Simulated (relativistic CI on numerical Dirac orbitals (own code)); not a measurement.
Hyperfine structure of Tm67+, mass number 171

Computed by Dirac-Coulomb-Breit CI, KLI orbitals optimised for each configuration, model QED, unscaled Slater integrals (own radial code, finite nucleus).

Configuration list: 1s2, 1s.2s, 1s.2p, 1s.3s, 1s.3p, 1s.3d, 1s.4s, 1s.4p, 1s.4d, 1s.4f, 1s.5s, 1s.5p, 1s.5d, 1s.5f, 1s.5g, 1s.6s, 1s.6p, 1s.6d, 2s2. Levels of other configurations are missing.

Nuclear spin I = 1/2, μ = -0.23 μN (tables of Stone and Pyykkö). The electronic factors are computed for point nuclear moments, without core polarisation or the Bohr-Weisskopf and QED corrections.

```json
{"Level": "1s.2s 3S_1", "E (eV)": "50693.5", "A (GHz)": "-33170"}
{"Level": "1s.2p 3P°_1", "E (eV)": "50799.0", "A (GHz)": "-30340"}
{"Level": "1s.2p 3P°_2", "E (eV)": "51947.9", "A (GHz)": "-14730"}
{"Level": "1s.2p 1P°_1", "E (eV)": "51994.2", "A (GHz)": "14050"}
{"Level": "1s.3s 3S_1", "E (eV)": "60441.9", "A (GHz)": "-30230"}
{"Level": "1s.3p 3P°_1", "E (eV)": "60470.2", "A (GHz)": "-29410"}
{"Level": "1s.3p 3P°_2", "E (eV)": "60812.1", "A (GHz)": "-14570"}
{"Level": "1s.3d 3D_2", "E (eV)": "60821.6", "A (GHz)": "-14550"}
```

Levels with J = 0, under 50 % of one LS term, or S terms without an open s electron are left out. Small factors come from cancelling terms and can be off by tens of per cent or more.

At this charge energies of transitions that change n are usually good to better than 1 %, and those within a shell (Δn = 0) to a few per cent.

Question: Give the hyperfine levels of 1s.2s 3S_1 relative to its centre of gravity.

Answer: With K = F(F + 1) − I(I + 1) − J(J + 1), E = AK/2: F = 1/2: 33170, F = 3/2: -16580 GHz.

LS names give the leading component of a level, which can be under half, so a name can repeat, a term be missing and a line seem to break the LS rules.
